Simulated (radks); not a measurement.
Values are calculated unless marked as measured or tabulated.
These are the eigenvalues of the occupied orbitals of an atom or ion with whole-number occupations (hartree). Level of theory: scalar-relativistic Kohn-Sham, Wu-Cohen GGA, spin-polarised, spherical densities, finite nucleus; Fermi nuclear charge, rms radius of each element as measured or else 0.836 A^(1/3) + 0.57 fm (a radial shooting solver on a logarithmic mesh with Libxc functionals).

orbital  eigenvalue
1s up     -691.0406
1s down   -691.0405
2s up     -96.64365
2s down   -96.63210
2p up     -86.31621
2p down   -86.30750
3s up     -16.10015
3s down   -16.09278
3p up     -12.72413
3p down   -12.71607
3d up      -7.19823
3d down    -7.18669
4s up      -2.15715
4s down    -2.08717
4p up      -1.28460
4p down    -1.20385
5s up      -0.16681
4d up      -0.13706

Which element is it, and in what charge state? The configuration may be excited. Open shells, if any, are filled with parallel spins first.

Answer. Z = 41, niobium, charge 0: Nb in [Kr] 4d4 5s1. The list shows which subshells hold electrons but not how many an open one holds; the 1s level, -691.04 hartree, gives Z - s = 37.2 by -(Z - s)^2/2, which with screening and relativity narrows Z to a few neighbours, and the depths of the outer levels then fix element, charge and occupations together.
